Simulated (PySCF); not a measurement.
## Core binding energy against partial charge

Species: C5H11NOSi2.
Atom-mapped SMILES: `[CH3:1][SiH2:2][NH:3][SiH2:4][c:5]1[cH:6][cH:7][cH:8][o:9]1`

Binding energies: delta-SCF UKS SCAN, pcX-2 on the ionised atom, pcseg-1 elsewhere, spin-free X2C in PySCF 2.14.0. Charges: PBE0/pcSseg-1 ground-state density, for the ionised atom.

```csv
atom,environment,C 1s (eV),Mulliken (e),IAO (e),Hirshfeld (e),ESP (e)
C1,Si-methyl carbon,290.23,-0.656,-0.720,-0.210,-0.823
C6,aromatic CH carbon,290.33,-0.146,-0.199,-0.082,-0.290
C7,aromatic CH carbon,290.46,-0.175,-0.221,-0.088,-0.170
C5,substituted aromatic carbon,291.02,-0.077,-0.138,-0.047,+0.040
C8,aromatic CH next to a ring oxygen,291.55,+0.162,+0.011,+0.009,-0.161
```

Problem. How well does each charge scheme correlate with the binding energies over these sites?

Solution. Hirshfeld: r = 0.84, slope 5.8 eV per e; Mulliken: r = 0.80, slope 1.5 eV per e; IAO: r = 0.74, slope 1.5 eV per e; ESP: r = 0.60, slope 1.0 eV per e. Hirshfeld charges have the highest r, on only 5 points.

Problem. The point-charge model writes a binding energy as kq + V + constant, with V the potential of the other atoms' charges at the site. What does it give with the Hirshfeld charges?

Solution. V = Σ 14.40 eV Å × q/r over all other atoms: +3.03 eV at C1, +0.38 eV at C6, +0.59 eV at C7, +0.22 eV at C5, -0.41 eV at C8. Fitting binding energy − V to q gives k = 21.9 eV per e and leaves an rms residual of 0.03 eV, against 0.27 eV for the fit on q alone. The model has no term for differences in relaxation between sites.

The structure is a single PBE0-D3(BJ)/def2-SVP conformer in the gas phase; no vibrational or solvent corrections.

Conformer computed: `[CH3:1][SiH2:2][NH:3][SiH2:4][c:5]1[cH:6][cH:7][cH:8][o:9]1`: C1–Si2–N3–Si4 173°, Si2–N3–Si4–C5 176°, N3–Si4–C5–C6 -175°.
